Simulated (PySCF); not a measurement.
In(F)(Br)(Me) (CH3BrFIn), SMILES [F][In]([CH3])[Br].

Geometry optimised at B3LYP-D3(BJ)/def2-SVP. The structure was generated by enumeration; whether it is a known compound was not checked. The def2 effective core potentials stand for the cores of In; spin–orbit coupling is left out.

Two levels are set side by side: PBE/def2-TZVP (PySCF) and CAM-B3LYP/def2-TZVP (PySCF). Same geometry, gas phase. Differences are taken from unrounded values.

```json
[
 {"quantity": "orbital gap (eV)", "CAM-B3LYP": "8.56"},
 {"quantity": "highest occupied level (eV)", "CAM-B3LYP": "-9.60"},
 {"quantity": "lowest empty level (eV)", "CAM-B3LYP": "-1.04"},
 {"quantity": "dipole moment (D)", "CAM-B3LYP": "4.06"},
 {"quantity": "mean polarisability (bohr³)", "CAM-B3LYP": "67.1"}
]
```

**Question.** What does PBE give, and how far is it from CAM-B3LYP? (Estimate from the structure and the level; the computed values follow.)

**Answer.** 
```tsv
quantity	PBE	PBE minus CAM-B3LYP
orbital gap (eV)	4.19	-4.37
highest occupied level (eV)	-6.99	2.60
lowest empty level (eV)	-2.80	-1.77
dipole moment (D)	3.89	-0.17
mean polarisability (bohr³)	71.1	4.0
```

PBE's occupied levels lie high since its potential decays too fast outside the molecule; exact exchange lowers them and widens the gap. Loosely held outer electrons make PBE densities more polarisable. Differences between two approximate levels are no errors against the true value.

Rough cost on one machine, each run with all the roots and properties that it gave: CAM-B3LYP against PBE within a factor of 2.
